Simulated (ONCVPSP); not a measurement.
**What the settings do to the ONCV potential of C (Z = 6)**

Base potential:

```
Element                 : carbon (C)
Generator               : ONCVPSP 4.0.1
Type                    : optimised norm-conserving Vanderbilt (ONCV)
Functional              : PW91
Relativity              : scalar-relativistic
Frozen core             : [He]
Valence charge          : 4
Reference configuration : 2s2 (charge +2)
Partial waves           : 2s: rc 0.80 bohr, ncon 3, nbas 6, qcut 7 1/bohr, 2 projectors, debl 1 Ha; p scattering state at 0.06 Ha: rc 0.80 bohr, ncon 4, nbas 7, qcut 11.9 1/bohr, 2 projectors, debl 1.7 Ha; d scattering state at 0.03 Ha: rc 0.60 bohr, ncon 3, nbas 8, qcut 19.2 1/bohr, 2 projectors, debl 1.9 Ha
Local potential         : polynomial inside 0.40 bohr (lpopt 3, dvloc0 0 Ha)
Core correction         : Teter function, fcfact 1.75, rcfact 1.3
```

In the s channel the program set the typed energies aside and used -1.486, 0.250 Ha. In the p channel the program set the typed energies aside and used 0.050, 1.750 Ha.

Cutoffs, loose and tight: the cutoffs (Ha) at which the residual kinetic energy of the hardest occupied pseudo-wave falls to 1 and 0.1 mHa per electron. They do not see the model core or the augmentation charge, which bear on the density cutoff. Test errors are all-electron minus pseudo excitation energies from the reference, over the configurations 2s2 2p2; 2s2 2p1; 2s1; 2s2 2p1.5. A dash means not determined; rows that change the core or the reference have their own tests.

A true bound ghost makes a file unfit for plane-wave use even where its test errors are small: the radial tests pick states by their node count and pass the ghost by.

| change | outcome | cutoff, loose | cutoff, tight | bound ghosts | GHOST(+) flags above zero | largest test error (meV) |
| --- | --- | --- | --- | --- | --- | --- |
| base | generated, projector energies reset by the program | 24 Ha | 224 Ha | s | s | +74 |
| s: qcut 6.1; p: qcut 10.4; d: qcut 16.8 | generated, projector energies reset by the program | 26 Ha | 225 Ha | s | s | +80 |
| s: qcut 6.7; p: qcut 11.4; d: qcut 18.4 | generated, projector energies reset by the program | 24 Ha | 224 Ha | s | s | +75 |
| s: qcut 7.2; p: qcut 12.3; d: qcut 19.8 | generated, projector energies reset by the program | 24 Ha | 224 Ha | s | s | +73 |
| s: qcut 8.6; p: qcut 14.7; d: qcut 23.7 | generated, projector energies reset by the program | 24 Ha | 224 Ha | s | none | +64 |
| s: qcut 9.6; p: qcut 16.3; d: qcut 26.4 | generated, projector energies reset by the program | 24 Ha | 224 Ha | s | none | +63 |
| s: qcut 10.1; p: qcut 17.1; d: qcut 27.6 | generated, projector energies reset by the program | 24 Ha | 224 Ha | s | none | +63 |

Problem. What comes out with this change to the base: s: qcut 8.2; p: qcut 13.9; d: qcut 22.4?

Solution. outcome: generated, projector energies reset by the program; cutoff, loose: 24 Ha; cutoff, tight: 223 Ha; bound ghosts: s; GHOST(+) flags above zero: none; largest test error (meV): +64.

Problem. What comes out with this change to the base: s: qcut 4.7; p: qcut 8; d: qcut 13?

Solution. outcome: generated, projector energies reset by the program; cutoff, loose: 153 Ha; cutoff, tight: 228 Ha; bound ghosts: s; GHOST(+) flags above zero: s, p; largest test error (meV): +99.

Problem. What comes out with this change to the base: s: qcut 5.4; p: qcut 9.2; d: qcut 14.9?

Solution. outcome: generated, projector energies reset by the program; cutoff, loose: 49 Ha; cutoff, tight: 226 Ha; bound ghosts: s; GHOST(+) flags above zero: s, p; largest test error (meV): +88.
